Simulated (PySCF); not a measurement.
# SnS: energy against distance

Set-up: Sn cc-pVTZ-PP with ECP28, S cc-pV(T+d)Z; scalar-relativistic core potentials (PySCF 2.14). Energies in eV from Sn + S in their ground configurations at the same level. All curves are PBE0. state 1: ¹Σ⁺ (singlet), closed shell; state 2: triplet, unpaired electrons π ↑↑, a mixture of terms (⟨Lz²⟩ = 2.0), a second solution, started from another occupation; state 3: ⁵Π (quintet), unpaired electrons σ ↑, π ↑↑↑, a second solution, started from another occupation.

```
R (Å)  state 1  state 2  state 3
1.903   -3.251    0.911   3.6677
1.992   -4.203   -0.509   2.2813
2.080   -4.723   -1.475   1.3340
2.147   -4.905   -1.976   0.8370
2.213   -4.953   -2.329   0.4782
2.279   -4.899   -2.564   0.2256
2.368   -4.710   -2.739   0.0104
2.479   -4.349   -2.795  -0.1270
2.611   -3.810   -2.704  -0.1803
2.788   -3.021   -2.431  -0.1680
```

Task: Put a parabola through the three lowest points of the state 1 curve and estimate Re, k and ωe (reduced mass 25.24 u; 1 eV/Å² = 0.16022 mdyn/Å; ωe = 1302.8·√(k/μ) cm⁻¹).

Result: Through R = 2.147, 2.213, 2.279 Å the second-order coefficient is 11.7 eV/Å², so Re ≈ 2.211 Å, k ≈ 3.75 mdyn/Å and ωe ≈ 502 cm⁻¹. A polynomial fit of higher order to the unrounded PBE0 energies gives Re = 2.208 Å, k = 3.77 mdyn/Å, ωe = 503 cm⁻¹; anharmonicity and rounding make the difference.

The higher-order fit for each curve: state 1: Re = 2.208 Å, ωe = 503 cm⁻¹, De = 4.95 eV; state 2: Re = 2.466 Å, ωe = 334 cm⁻¹, minimum 2.80 eV below the ground-state fragments. State 3 gave no clean fit.

Spin–orbit coupling is left out, which matters for elements this heavy, above all for dissociation energies. Counting both spins, an empty level lies below a filled one in some of these solutions, because spin and occupation are held.
